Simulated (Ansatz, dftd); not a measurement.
System: AlNOH4, charge 0, singlet. AlNOH4 (SMILES [NH2][AlH][OH]).
B3LYP-D3(BJ)/def2-TZVP minimum from Ansatz (a first-principles code):
```xyz
7

Al    -0.1754    -0.4321    -0.0546
H     -0.8297    -1.8442    -0.2802
O      1.2938    -0.2274     0.7792
H      1.8010    -0.9472     1.1542
N     -0.9482     1.0310    -0.6664
H     -0.5859     1.9652    -0.5583
H     -1.8178     1.0457    -1.1749
```
Charge 0, spin multiplicity 1.

Property: atomisation energy (electronic, to ground-state atoms), in kJ/mol. Radicals and triplets start from unrestricted determinants; spin-orbit coupling is neglected. Cores are frozen in correlated methods. Rows without X2C or -DK are non-relativistic. CBS(X,Y): correlation extrapolated as X^-3, Hartree-Fock from the larger set. A bracket is a step between two methods taken in the basis named. The functionals are non-relativistic, so their misses hold any scalar relativity. Double hybrids freeze cores in their MP2 part. '+ core + X2C': CCSD(T) terms for core correlation (cc-pwCVTZ, 1s frozen past Ne) and scalar relativity (cc-pVTZ-DK). Where a partner has so few electrons that a lower coupled-cluster level is exact, that level stands in.

```json
[
 {"level": "HF/cc-pV(D+d)Z", "program": "Ansatz", "atomisation energy (kJ/mol)": "1587.8", "difference against the last row": "-816.4"},
 {"level": "HF/cc-pV(Q+d)Z", "program": "Ansatz", "atomisation energy (kJ/mol)": "1668.2", "difference against the last row": "-736.0"},
 {"level": "PBE-D4/def2-TZVPD", "program": "Ansatz + dftd4", "atomisation energy (kJ/mol)": "2403.3", "difference against the last row": "-0.9"},
 {"level": "r2SCAN-D4/def2-TZVPD", "program": "Ansatz + dftd4", "atomisation energy (kJ/mol)": "2378.0", "difference against the last row": "-26.2"},
 {"level": "B3LYP-D3(BJ)/def2-TZVPD", "program": "Ansatz + dftd3", "atomisation energy (kJ/mol)": "2388.6", "difference against the last row": "-15.6"},
 {"level": "B3LYP/def2-TZVPD", "program": "Ansatz", "atomisation energy (kJ/mol)": "2373.4", "difference against the last row": "-30.8"},
 {"level": "CAM-B3LYP-D4/def2-TZVPD", "program": "Ansatz + dftd4", "atomisation energy (kJ/mol)": "2404.2", "difference against the last row": "0.0"},
 {"level": "B2PLYP-D3(BJ)/def2-TZVPD", "program": "Ansatz + dftd3", "atomisation energy (kJ/mol)": "2367.5", "difference against the last row": "-36.7"},
 {"level": "MP2/cc-pV(D+d)Z", "program": "Ansatz", "atomisation energy (kJ/mol)": "2181.1", "difference against the last row": "-223.1"},
 {"level": "CCSD/cc-pV(Q+d)Z", "program": "Ansatz", "atomisation energy (kJ/mol)": "2336.3", "difference against the last row": "-67.9"},
 {"level": "CCSD(T)/CBS(cc-pV(T+d)Z,cc-pV(Q+d)Z)", "program": "Ansatz", "atomisation energy (kJ/mol)": "2403.6", "difference against the last row": "-0.6"},
 {"level": "CCSDT(Q)/cc-pV(D+d)Z", "program": "Ansatz", "atomisation energy (kJ/mol)": "2143.2", "difference against the last row": "-261.0"},
 {"level": "CCSD(T)/CBS(cc-pV(T+d)Z,cc-pV(Q+d)Z) + [CCSDT(Q) - CCSD(T)]/cc-pV(D+d)Z + core + X2C", "program": "Ansatz", "atomisation energy (kJ/mol)": "2404.2", "difference against the last row": "0.0"}
]
```
